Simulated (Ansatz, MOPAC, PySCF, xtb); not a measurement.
Complex: CH2O (SMILES C=O) (first 4 atoms) with GeH4 (SMILES [GeH4]); geometry from B3LYP-D3(BJ)/def2-TZVP, rigid monomers moved along the line of their centres of mass till O2···Ge5 is 3.74 Å.
(charge 0, multiplicity 1):
```xyz
9

C      0.39169    -0.27634    -0.19058
O      0.82726     0.51952     0.59447
H     -0.25214    -1.11790     0.12813
H      0.61156    -0.20924    -1.27283
Ge    -0.25310    -0.25222     4.09456
H     -0.81940    -1.22713     3.04857
H     -0.73971     1.17149     3.80169
H      1.27863    -0.31236     4.09106
H     -0.77078    -0.68685     5.47902
```

Counterpoise-corrected where a basis set is named; no monomer relaxation. Rows marked so take none.

Rows in 6-31G* carry no dispersion term and start afresh at each structure (6-31G* with six Cartesian d functions); the Pople sets are all-electron and without relativity. The state reached by PM6 isn't checked.

The values were computed with Ansatz (an electronic-structure program) with Gaussian orbitals; MOPAC for PM6 (differences of heats of formation); PySCF for 6-31G* rows; xtb for the GFN methods. Values without a source in brackets are computed.

### Question
One of these levels gives -3.4 kJ/mol for the interaction energy. Which one is it?
A. PM6
B. HF/6-31G* (no counterpoise)
C. GFN1-xTB
D. PBE/def2-TZVPPD

### Answer
D, PBE/def2-TZVPPD. The others give -0.6 (PM6), -23.8 (GFN1-xTB), -5.0 (HF/6-31G* (no counterpoise))
